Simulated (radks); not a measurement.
Co3+, configuration [Ar] 3d5 4s1 (not the ground configuration). Method: scalar-relativistic Kohn-Sham, exchange-only LDA, spin-polarised, spherical densities, point nucleus; open shells are filled with parallel spins first; computed with a radial shooting solver on a logarithmic mesh with Libxc functionals.

Local quantities along the radius. ELF = 1/(1 + alpha^2) is the electron localisation function; alpha = (tau - tau_W)/tau_unif compares the Pauli kinetic energy density with that of the uniform gas (summed over spins); r v_xc is r times the local exchange-correlation potential of spin up (hartree bohr); s = |grad rho|/(2 (3 pi^2)^(1/3) rho^(4/3)) is the reduced gradient. tau is taken from the large components.

r (bohr)    ELF    alpha    r v_xc       s
0.002761  1.000  0.01694  -0.06368  0.4707
0.003595  1.000  0.01763  -0.08140  0.4562
0.004644  1.000  0.01875   -0.1028  0.4486
0.006047  1.000  0.02057   -0.1301  0.4469
0.007874  0.999  0.02339   -0.1634  0.4515
0.01017   0.999  0.02763   -0.2019  0.4624
0.01324   0.999  0.03467   -0.2479  0.4815
0.01725   0.998  0.04673   -0.2995  0.5104
0.02228   0.995  0.06802   -0.3527  0.5505
0.02901   0.988   0.1119   -0.4067  0.6075
0.03777   0.958   0.2097   -0.4542  0.6809
0.04879   0.841   0.4341   -0.4889  0.7545
0.06354   0.530   0.9426   -0.5138  0.7701
0.08273   0.294    1.550   -0.5447  0.6071
0.1069    0.350    1.363   -0.6082  0.3625
0.1392    0.629   0.7685   -0.7085  0.2998
0.1812    0.806   0.4908   -0.8001  0.4114
0.2341    0.793   0.5111   -0.8352  0.6019
0.3048    0.458    1.087   -0.8109  0.7863
0.3969    0.187    2.082   -0.8191  0.5178
0.5127    0.472    1.057   -0.9389  0.2185
0.6675    0.778   0.5347    -1.061  0.3590
0.8692    0.779   0.5330    -1.068  0.6149
1.123     0.587   0.8392   -0.9614  0.9430
1.462     0.294    1.551   -0.8104   1.282
1.904     0.276    1.621   -0.6944   1.427
2.459     0.516   0.9680   -0.5854   1.949
3.202     0.713   0.6338   -0.4219   3.807
4.17      0.694   0.6633   -0.2360   9.646
5.386     0.401    1.222  -0.09767   31.78

On this mesh the ELF has minima near r = 0.094, 0.40, 1.7 bohr, which separate the shells, and maxima near 0.21 (0.82), 0.76 (0.80), 3.6 (0.73).

Self-consistent cycle (total energy in hartree, residual of the potential): 1: -1382.754155, 6e+00; 2: -1385.170348, 3e+00; 3: -1386.110380, 3e-01; 4: -1386.122106, 3e-01; 5: -1386.132652, 1e-02; 6: -1386.132713, 3e-04; 7: -1386.132713, 8e-05; 8: -1386.132712, 5e-05; 9: -1386.132712, 2e-05; 10: -1386.132712, 8e-06; 11: -1386.132712, 4e-06; 12: -1386.132712, 4e-07; 13: -1386.132712, 4e-09.
